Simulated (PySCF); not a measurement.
Species: C6H9Br.
InChI=1S/C6H9Br/c7-6-4-1-2-5(6)3-4/h4-6H,1-3H2/t4-,5+,6+

Computed with PySCF at B3LYP/def2-SVPD, non-relativistic, on one gas-phase PBE0-D3(BJ)/def2-SVP geometry that isn't relaxed in the solvent. The solvent is an IEF-PCM continuum (Bondi radii, 1.10 Å for H, scaled by 1.2), and excitations are vertical TDDFT with non-equilibrium linear response and a frozen core. The model holds no explicit solvent molecules, cavitation or dispersion. Spin–orbit coupling is left out although an atom past zinc is present.

Gas-phase singlets (H = HOMO, L = LUMO):

```tsv
state	E (eV)	λ (nm)	f	leading configuration
S1	5.981	207	0.001	H→L 97%
S2	6.136	202	0.002	H-1→L 96%
S3	7.010	177	0.043	H→L+1 94%
S4	7.173	173	0.023	H-1→L+1 92%
S5	7.460	166	0.000	H→L+3 93%
```

**Question.** How does the list change in chloroform (ε = 4.711)?

**Answer.** 
```json
{"state": "S1", "E (eV)": "6.029", "λ (nm)": "206", "f": "0.002", "leading configuration": "H→L 98%", "change by rank (eV)": "+0.048"}
{"state": "S2", "E (eV)": "6.197", "λ (nm)": "200", "f": "0.003", "leading configuration": "H-1→L 98%", "change by rank (eV)": "+0.061"}
{"state": "S3", "E (eV)": "7.084", "λ (nm)": "175", "f": "0.077", "leading configuration": "H→L+1 96%", "change by rank (eV)": "+0.074"}
{"state": "S4", "E (eV)": "7.244", "λ (nm)": "171", "f": "0.045", "leading configuration": "H-1→L+1 94%", "change by rank (eV)": "+0.071"}
{"state": "S5", "E (eV)": "7.399", "λ (nm)": "168", "f": "0.006", "leading configuration": "H-2→L 98%", "change by rank (eV)": "-0.061"}
```

**Question.** Give the list for acetone (ε = 20.49), n² = 1.85.

**Answer.** 
| state | E (eV) | λ (nm) | f | leading configuration | change by rank (eV) |
| --- | --- | --- | --- | --- | --- |
| S1 | 6.049 | 205 | 0.003 | H→L 98% | +0.068 |
| S2 | 6.220 | 199 | 0.004 | H-1→L 98% | +0.084 |
| S3 | 7.108 | 174 | 0.077 | H→L+1 96% | +0.098 |
| S4 | 7.270 | 171 | 0.045 | H-1→L+1 95% | +0.097 |
| S5 | 7.339 | 169 | 0.005 | H-2→L 98% | -0.121 |

**Question.** The ground-state energy changes by -0.101 eV from gas to acetone. By how much does the total energy of gas-phase S1 change?

**Answer.** E(S1) = E(S0) + excitation energy, so it changes by -0.101 + 0.068 = -0.033 eV: it is lowered less than the ground state, which is what a blue shift means. This is the vertical state, with the slow part of the continuum still set for S0.

**Question.** How do the frontier levels move from gas to acetone?

**Answer.** 
| orbital | gas (eV) | solvent (eV) | change (eV) |
| --- | --- | --- | --- |
| LUMO+2 | 0.91 | 1.05 | +0.14 |
| LUMO+1 | 0.50 | 0.57 | +0.07 |
| LUMO | -0.24 | -0.24 | 0.00 |
| HOMO | -7.35 | -7.45 | -0.10 |
| HOMO-1 | -7.52 | -7.64 | -0.12 |
| HOMO-2 | -8.75 | -8.50 | +0.25 |
| HOMO-3 | -9.21 | -9.00 | +0.21 |

The HOMO–LUMO gap goes from 7.12 to 7.21 eV. Rows go by rank; for LUMO+1 and LUMO+2 the atom shares or the degeneracy differ between the runs, so the row needn't follow one orbital.
